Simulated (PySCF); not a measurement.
Job for PySCF: R-HF/STO-3G on F2H2Sn (SMILES [F][SnH2][F]), a point of a bond scan (R = 1.731 Å).

```python
from pyscf import gto, scf, dft, mp
from pyscf.data.elements import chemcore

mol = gto.M(
    atom='''
    Sn   -0.03835508   -0.28075621    0.01283435
    F     1.40224908    0.58739434   -0.39482405
    F    -1.31675176    1.11365743    0.35794881
    H     0.25534771   -1.05881308    1.49140543
    H    -0.54767396   -1.08099264   -1.39358741
    ''',
    basis='sto-3g',
    charge=0, spin=0, verbose=3, max_memory=1800)
mf = scf.RHF(mol)
mf.conv_tol = 1e-8
mf.max_cycle = 100
mf.kernel()
if not mf.converged:
    mf = mf.newton().run(mf.mo_coeff, mf.mo_occ)
```

The log:

```
converged SCF energy = -6160.51867064634
```

The calculation finished and met its thresholds.

Cost: about 0.4 core-seconds (a rough figure).
